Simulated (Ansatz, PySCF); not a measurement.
This singlet lies 1.17 eV below the relaxed triplet at the level B3LYP-D3(BJ)/def2-TZVP (PySCF).

Species: C₂H₃NSi, SMILES `C[Si]C#N` (lower singlet) (charge 0, multiplicity 1).

### Question
Give a relaxed geometry from B3LYP-D3(BJ)/def2-TZVP (Ansatz, a quantum-chemistry and plane-wave program).

### Answer
the end point of this relaxation (outside a Z-matrix the atoms follow the SMILES, hydrogens last).
Bond lengths (Å): C1–Si2 1.893, C1–H5 1.090, C1–H6 1.096, C1–H7 1.096, Si2–C3 1.888, C3–N4 1.157. Bond angles (°): Si2–C1–H5 111.9, Si2–C1–H6 110.3, Si2–C1–H7 110.2, H5–C1–H6 109.1, H5–C1–H7 109.1, H6–C1–H7 106.1, C1–Si2–C3 95.6, Si2–C3–N4 173.8.
